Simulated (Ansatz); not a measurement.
Isolated molecules relaxed with PBE0-D4/def2-TZVP in Ansatz; ΔE leaves out vibrations. CCSD(T)/CBS adds triple-zeta CCSD(T) − MP2 to the extrapolated MP2 energy (def2 sets, frozen cores). This one scheme is used for every species. DFT in def2-TZVPP. B3LYP here is the variant with VWN-RPA as its local correlation; programs differ in this. Each species was taken in one conformer, which may not be the lowest.

`O[SiH2]C[Si](O)(Cl)Cl` + `O[SiH3]` → `O[Si](Cl)(Cl)O[SiH3]` + `C[SiH2]O`  (ligand exchange at the Si–C bond)

**Question.** Is it downhill or uphill in electronic energy at CCSD(T)/CBS, and by how much? (Best estimate.)

**Answer.** The calculation gave: Downhill: ΔE = -23.7 kcal/mol.

**Question.** What do these levels give: PBE-D4, r2SCAN-D4, PBE0-D4, B3LYP-D4, ωB97X-V, PBE, B3LYP, CCSD/def2-TZVPP, HF/def2-QZVPP, MP2/def2-QZVPP, HF/CBS(def2), MP2/CBS(def2)? (Best estimate.)

**Answer.** Ansatz gave: PBE-D4 -20.1, r2SCAN-D4 -23.5, PBE0-D4 -21.6, B3LYP-D4 -24.2, ωB97X-V -23.3, PBE -21.1, B3LYP -25.8, CCSD/def2-TZVPP -24.7, HF/def2-QZVPP -31.7, MP2/def2-QZVPP -23.5, HF/CBS(def2) -31.8, MP2/CBS(def2) -23.3 kcal/mol.

Largest T1 diagnostic among the species: 0.011.

In def2-TZVPP, CCSD(T) changes the Hartree–Fock value by +7.4 kcal/mol (the triples alone add +1.2 kcal/mol) and MP2 by +7.9 kcal/mol. From PBE to PBE0 (25 % exact exchange), in def2-TZVPP and without D4, ΔE moves by −1.4 kcal/mol.
